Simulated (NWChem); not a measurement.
Program: NWChem. System: C2H6N, charge 0, spin multiplicity 2, at a geometry optimised with UB3LYP/def2-SVP. The structure started from a generated list of species. Its SCF solution wasn't tested for a lower state. Level: UMP2/def2-TZVP, 3 core orbitals frozen.

The NWChem input:

```
start mol
memory heap 200 mb stack 900 mb global 1100 mb
geometry units angstroms nocenter noautoz
  C      0.122922    -1.228866     0.000000
  C     -0.483438     0.170134     0.000000
  N      0.516786     1.201296     0.000000
  H     -0.659517    -2.004541     0.000000
  H      0.756533    -1.374481     0.888984
  H      0.756533    -1.374481    -0.888984
  H     -1.159924     0.297339    -0.876296
  H     -1.159924     0.297339     0.876296
  H      0.011894     2.102151     0.000000
  symmetry group Cs
end
basis spherical
  * library def2-tzvp
end
scf
  uhf
  nopen 1
  maxiter 100
  thresh 1e-7
  semidirect memsize 60000000 filesize 0
  # guess.movecs holds the orbitals of an unrestricted PBE0 run
  vectors input guess.movecs output mol.movecs
end
mp2
  freeze core 3
end
task mp2 energy
```

Output (cleaned and shortened):

```
             Northwest Computational Chemistry Package (NWChem) 7.3.0
             --------------------------------------------------------

                                NWChem Input Module
                                -------------------

 Scaling coordinates for geometry "geometry" by  1.889725989
 (inverse scale =  0.529177249)

 Turning off AUTOSYM since
 SYMMETRY directive was detected!

                             Geometry "geometry" -> ""
                             -------------------------

 Output coordinates in angstroms (scale by  1.889725989 to convert to a.u.)

  No.       Tag          Charge          X              Y              Z
 ---- ---------------- ---------- -------------- -------------- --------------
    1 C                    6.0000     0.12292200    -1.22886600     0.00000000
    2 C                    6.0000    -0.48343800     0.17013400     0.00000000
    3 N                    7.0000     0.51678600     1.20129600     0.00000000
    4 H                    1.0000    -0.65951700    -2.00454100     0.00000000
    5 H                    1.0000     0.75653300    -1.37448100     0.88898400
    6 H                    1.0000     0.75653300    -1.37448100    -0.88898400
    7 H                    1.0000    -1.15992400     0.29733900    -0.87629600
    8 H                    1.0000    -1.15992400     0.29733900     0.87629600
    9 H                    1.0000     0.01189400     2.10215100     0.00000000

 Effective nuclear repulsion energy (a.u.)      75.3356971519

            Nuclear Dipole moment (a.u.)
            ----------------------------
        X                 Y               Z
 ---------------- ---------------- ----------------
     0.0000018897     0.0000113384     0.0000000000

      Symmetry information
      --------------------

 Group name             Cs
 Group number              2
 Group order               2
 No. of unique centers     7

      Symmetry unique atoms

     1    2    3    4    5    7    9


 Summary of "ao basis" -> "" (spherical)
 ------------------------------------------------------------------------------
       Tag                 Description            Shells   Functions and Types
 ---------------- ------------------------------  ------  ---------------------
 *                         def2-tzvp                  on all atoms

 Summary of "ao basis" -> "ao basis" (spherical)
 ------------------------------------------------------------------------------
       Tag                 Description            Shells   Functions and Types
 ---------------- ------------------------------  ------  ---------------------
 C                         def2-tzvp                11       31   5s3p2d1f
 N                         def2-tzvp                11       31   5s3p2d1f
 H                         def2-tzvp                 4        6   3s1p

                                 NWChem SCF Module
                                 -----------------

  ao basis        = "ao basis"
  functions       =   129
  atoms           =     9
  alpha electrons =    13
  beta  electrons =    12
  charge          =   0.00
  wavefunction    = UHF
  use symmetry    = T
  symmetry adapt  = T

 Summary of "ao basis" -> "ao basis" (spherical)
 ------------------------------------------------------------------------------
       Tag                 Description            Shells   Functions and Types
 ---------------- ------------------------------  ------  ---------------------
 C                         def2-tzvp                11       31   5s3p2d1f
[...]
    2 C    6     3.11   0.43  0.56  0.24  0.33  0.05  0.63  0.68  0.14  0.01  0.05  0.00
    3 N    7     3.13   0.41  0.58  0.27  0.44  0.14  0.49  0.57  0.23  0.00  0.02  0.00
    4 H    1     0.45   0.13  0.25  0.06  0.01
    5 H    1     0.45   0.13  0.25  0.06  0.01
    6 H    1     0.45   0.13  0.25  0.06  0.01
    7 H    1     0.42   0.12  0.23  0.06  0.01
    8 H    1     0.42   0.12  0.23  0.06  0.01
    9 H    1     0.43   0.14  0.24  0.04  0.01

   Mulliken analysis of the spin density
   -------------------------------------

    Atom       Charge   Shell Charges
 -----------   ------   -------------------------------------------------------
    1 C    6     0.01   0.00 -0.00  0.00  0.00  0.00  0.00  0.00  0.00 -0.00 -0.00 -0.00
    2 C    6    -0.15  -0.00  0.00 -0.01 -0.01 -0.01 -0.04 -0.06 -0.03  0.00  0.01  0.00
    3 N    7     1.08   0.00 -0.00  0.03  0.04  0.00  0.41  0.45  0.15 -0.00  0.00 -0.00
    4 H    1    -0.00  -0.00 -0.00 -0.00  0.00
    5 H    1    -0.00  -0.00 -0.00  0.00  0.00
    6 H    1    -0.00  -0.00 -0.00  0.00  0.00
    7 H    1     0.06   0.01  0.04  0.01 -0.00
    8 H    1     0.06   0.01  0.04  0.01 -0.00
    9 H    1    -0.06  -0.01 -0.04 -0.01  0.00

       Multipole analysis of the density wrt the origin
       ------------------------------------------------

     L   x y z        total         alpha         beta         nuclear
     -   - - -        -----         -----         ----         -------
     0   0 0 0     -0.000000    -13.000000    -12.000000     25.000000

     1   1 0 0     -0.735602     -0.745729      0.010125      0.000002
     1   0 1 0      0.041629     -1.071408      1.113025      0.000011
     1   0 0 1     -0.000000     -0.000000     -0.000000      0.000000

     2   2 0 0    -16.559393    -22.755576    -21.061904     27.258087
     2   1 1 0     -1.648253     -4.600159     -2.488386      5.440293
     2   1 0 1     -0.000000     -0.000000     -0.000000      0.000000
     2   0 2 0    -13.844078    -66.136293    -61.012543    113.304758
     2   0 1 1      0.000000      0.000000     -0.000000      0.000000
     2   0 0 2    -14.877798    -13.897045    -12.109527     11.128774

                   NWChem MP2 Semi-direct Energy/Gradient Module
                   ---------------------------------------------

  Basis functions       =    129
  Molecular orbitals    =    129
  Frozen core           =      3
  Frozen virtuals       =      0
  Active alpha occupied =     10
  Active beta occupied  =      9
  Active alpha virtual  =    116
  Active beta virtual   =    117
  Use MO symmetry       = T
  Use skeleton AO sym   = T

  AO/Fock/Back tols     =   1.0D-09  1.0D-09  1.0D-09

 GA uses MA = F    GA memory limited = T

 Available:
  local mem=  1.26D+08
 global mem=  1.44D+08
 local disk=  0.00D+00
  mp2_memr nvloc                   116
  nvloc new                   116
   1 passes of  10:        5242880                      91924                  32893868.
   1 passes of  10: M    126151588           G      144145918           F     120908708.

 Semi-direct pass number   1 of   1  for UHF alpha       at        8.9s
  vrange nnbf                  8333
  mp2_eaftype                   125  avail_ma_in_mb                  1099
 EAF : mp2_eaftype filesize         125   16446934.
  mp2_eaf for mointskh                    125
Node 0 wrote     77.3 Mb in      0.1 s     Agg I/O rate:  1164.1 Mb/s
 Done moints_semi at       14.4s
  mp2_eaftype                   125  avail_ma_in_mb                   974
 EAF : mp2_eaftype filesize         125   16446934.
  mp2_eaf for kh                   125
 Done maket at       14.7s
 Done multipass loop at       14.7s

 GA uses MA = F    GA memory limited = T

 Available:
  local mem=  1.26D+08
 global mem=  1.44D+08
 local disk=  0.00D+00
  mp2_memr nvloc                   117
  nvloc new                   117
   1 passes of   9:        5242880                      86576                  29862322.
   1 passes of   9: M    126151588           G      144145918           F     120908708.

 Semi-direct pass number   1 of   1  for UHF beta        at       14.7s
  vrange nnbf                  8333
  mp2_eaftype                   113  avail_ma_in_mb                  1099
 EAF : mp2_eaftype filesize         113   14931161.
  mp2_eaf for mointskh                    113
Node 0 wrote     70.2 Mb in      0.0 s     Agg I/O rate:  2228.2 Mb/s
 Done moints_semi at       19.6s
  mp2_eaftype                   113  avail_ma_in_mb                   986
 EAF : mp2_eaftype filesize         113   14931161.
  mp2_eaf for kh                   113
 Done maket at       19.9s
 Done multipass loop at       19.9s

          -------------------------------------------
          SCF energy                -133.682557425919
          Correlation energy          -0.511194010058
          Singlet pairs                0.000000000000
          Triplet pairs                0.000000000000
          Total MP2 energy          -134.193751435977
          -------------------------------------------

          ---------------------------------------------------
                    Spin Component Scaled (SCS) MP2
          Same spin pairs                     -0.114718371598
          Same spin scaling factor             0.333333333333
          Opposite spin pairs                 -0.396475638460
          Opposite spin scaling fact.          1.200000000000
          SCS-MP2 correlation energy          -0.514010223352
          Total SCS-MP2 energy              -134.196567649270
          ---------------------------------------------------

 -----------------------
 Performance information
 -----------------------

 Timer overhead =  1.72D-07 seconds/call

               Nr. of calls         CPU time (s)                 Wall time (s)                GFlops
             ---------------    -------------------     ------------------------------   -------------------
Name         Min   Avg   Max    Min     Avg     Max     Min     Avg     Max   Mx/calls   Min     Max     Sum
mp2: moin     2     2     2    10.     10.     10.      10.     10.     10.     5.2      0.0     0.0     0.0
mp2: make     2     2     2   0.52    0.52    0.52     0.52    0.52    0.52    0.26      0.0     0.0     0.0
mp2: tota     1     1     1    11.     11.     11.      11.     11.     11.     11.      0.0     0.0     0.0

 The average no. of pstat calls per process was 5.00D+00
 with a timing overhead of 8.60D-07s

 Task  times  cpu:       19.8s     wall:       19.8s

 Total times  cpu:       19.9s     wall:       19.9s
```
